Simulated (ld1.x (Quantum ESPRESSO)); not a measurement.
**Pt, ultrasoft: configuration errors across variants**

- Element: Pt
- Generator: ld1.x (Quantum ESPRESSO) 7.5
- Type: ultrasoft
- Functional: BLYP
- Relativity: scalar-relativistic
- Frozen core: [Xe] 4f14
- Valence charge: 10
- Reference configuration: 5d9.5 6s0.5 6p0
- Partial waves: 6s (bound): rcut 2.30, rcutus 2.45 bohr; 6s channel at 0.05 Ry: rcut 2.30, rcutus 2.45 bohr; 6p (bound, empty): rcut 3.55, rcutus 4.70 bohr; 6p channel at 1.55 Ry: rcut 3.55, rcutus 4.70 bohr; 5d (bound): rcut 1.25, rcutus 1.50 bohr; 5d channel at 3.7 Ry: rcut 1.25, rcutus 1.50 bohr
- Local potential: all-electron potential smoothed inside 1.30 bohr (lloc = -2)
- Core correction: none
- Augmentation charge: PSQ, inside the norm-conserving radii

All-electron excitation energies from the reference (eV): (1) 5d9 6s1 6p0 0.068; (2) 5d9 6s0 6p0 9.309; (3) 5d8 6s0 6p0 29.187; (4) 5d7 6s0 6p0 61.293; (5) 5d8 6s1 6p0 11.112; (6) 5d6 6s0 6p0 106.818.

The overlap operator is not positive definite (basis up to 400 Ry) in “local potential all-electron potential smoothed inside 4.62 bohr (lloc = -2)”. Such files are unfit for use, however small their errors in these radial tests.

Tests that are not counted but printed errors over 1 eV. “base”: 5d9 6s0 6p1 (solver errors, printed error -2.4 eV). “core correction a·sin(br)/r model core inside 0.66 bohr”: 5d9 6s0 6p1 (solver errors, printed error -2.4 eV). “wave 6s channel at 0.05 Ry: rcut 2.30, rcutus 2.45 bohr becomes 6s channel at 2.07 Ry: rcut 2.30, rcutus 2.45 bohr”: 5d9 6s0 6p1 (solver errors, printed error -2.4 eV). “waves 6s (bound): rcut 2.30, rcutus 2.66 bohr; 6s channel at 0.05 Ry: rcut 2.30, rcutus 2.66 bohr”: 5d9 6s0 6p1 (solver errors, printed error -2.4 eV).

4 further variants failed, have other tests or another functional or relativity, and are left out.

A true bound ghost makes a file unfit for plane-wave use even where its test errors are small: the radial tests pick states by their node count and pass the ghost by. Where a test does run into it, the solver fails or the error is huge.

Errors AE − PS in meV (a dash: test not solved or not reliable):

| change | (1) | (2) | (3) | (4) | (5) | (6) | bound ghosts |
| --- | --- | --- | --- | --- | --- | --- | --- |
| base | 0.0 | +7.1 | +8.7 | -43 | -25 | -203 | s |
| core correction a·sin(br)/r model core inside 0.66 bohr | -2.6 | -5.4 | -62 | -267 | -50 | -738 | s |
| local potential all-electron potential smoothed inside 4.62 bohr (lloc = -2) | -3.3 | -12 | -82 | -218 | -89 | -442 | not determined (overlap not positive) |
| wave 6s channel at 0.05 Ry: rcut 2.30, rcutus 2.45 bohr becomes 6s channel at 2.07 Ry: rcut 2.30, rcutus 2.45 bohr | +0.2 | +7.0 | +8.7 | -43 | -23 | -203 | s |
| waves 6p (bound): rcut 3.18, rcutus 3.38 bohr; 6p channel at 1.55 Ry: rcut 3.18, rcutus 3.38 bohr | 0.0 | +7.1 | +8.7 | -43 | -25 | -203 | s, p |
| waves 6s (bound): rcut 2.30, rcutus 2.66 bohr; 6s channel at 0.05 Ry: rcut 2.30, rcutus 2.66 bohr | -1.7 | +7.2 | +13 | -33 | -30 | -186 | s |

(1) Give the same row for: local potential all-electron potential smoothed inside 1.15 bohr (lloc = -2).

## Answers

(1) +0.1, +7.1, +8.8, -43, -25, -203; bound ghosts: s, p.
